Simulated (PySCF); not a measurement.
C3H6Cl2Si. Atoms are numbered in the order given.

```xyz
12

C     -3.7219    -0.2066     0.0000
C     -2.3294     0.3422     0.0000
C     -1.1968    -0.3812     0.0000
Si     0.4624     0.4227     0.0000
Cl     1.5434    -0.1558    -1.6752
Cl     1.5434    -0.1558     1.6752
H     -4.2804     0.1488     0.8834
H     -3.7297    -1.3065     0.0000
H     -4.2804     0.1488    -0.8834
H     -2.2579     1.4395     0.0000
H     -1.2611    -1.4771     0.0000
H      0.3477     1.8994     0.0000
```

Coordinates come from a B3LYP-D3(BJ)/def2-SVP optimisation. The structure was generated by enumeration; whether it is a known compound was not checked. The values are those of a single conformer.

Level of theory: PySCF with SMD-ωB97X/6-31G*.

Solvation free energies are E(SMD) − E(gas) at the gas-phase geometry, for 1 M in both phases. In vacuum the dipole moment is 3.73 D.

Q: Estimate the solvation free energies in water, ethanol, methanol. (The exact figures need the calculation; the answer reports its results.)

A: 
```
solvent   ΔG(solv) (kcal/mol)  its non-electrostatic (CDS) part  dipole (D)
--------  -------------------  --------------------------------  ----------
water                    -0.8                               3.6        4.70
ethanol                  -5.9                              -1.7        4.66
methanol                 -5.8                              -1.6        4.67
```
